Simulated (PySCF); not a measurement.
Bond length, frequency and bond energy of CsF by level of theory

State: ¹Σ⁺ (singlet), closed shell. Set-up: basis Cs def2-TZVPP with ECP46, F def2-TZVPP; scalar-relativistic core potentials; PySCF 2.14. De refers to Cs + F in their high-spin ground configurations, without counterpoise correction. A positive dipole means Cs(−)F(+).

```tsv
Level	Re (Å)	ωe (cm⁻¹)	De (eV)	μ (D)
RHF	2.413	341	3.12	-8.74
RHF-MP2	2.378	349	5.13	n/a
RHF-SCS-MP2	2.388	345	4.99	n/a
RHF-CCSD	2.386	347	4.71	n/a
RHF-CCSD(T)	2.381	348	4.81	n/a
LDA	2.317	383	6.00	-7.03
PBE	2.364	356	5.33	-7.35
r²SCAN	2.366	359	5.19	-7.67
M06-L	2.387	365	5.50	-7.95
r²SCANh	2.362	361	5.07	-7.75
PBE0	2.354	363	5.01	-7.68
ωB97X-V	2.373	357	5.23	-8.04
B2PLYP	2.378	353	5.04	-8.17
```

Measured (Huber and Herzberg, Constants of Diatomic Molecules (1979)): Re = 2.345351 Å, ωe = 352.56 cm⁻¹.

The bond length runs from 2.317 Å (LDA) to 2.413 Å (RHF). De spans 3.12 eV (RHF, mean field) to 6.00 eV (LDA, local density). Correlation at CCSD(T) changes the Hartree–Fock bond energy by +1.69 eV; the triples alone change it by +0.10 eV.

Correlated steps freeze 1 core orbital. These are scalar-relativistic numbers at best; spin–orbit coupling would shift them, the dissociation energy most. Where the molecule has an RHF reference, its open-shell atoms are computed with UHF. B2PLYP dipoles, levels and charges come from its SCF part alone.
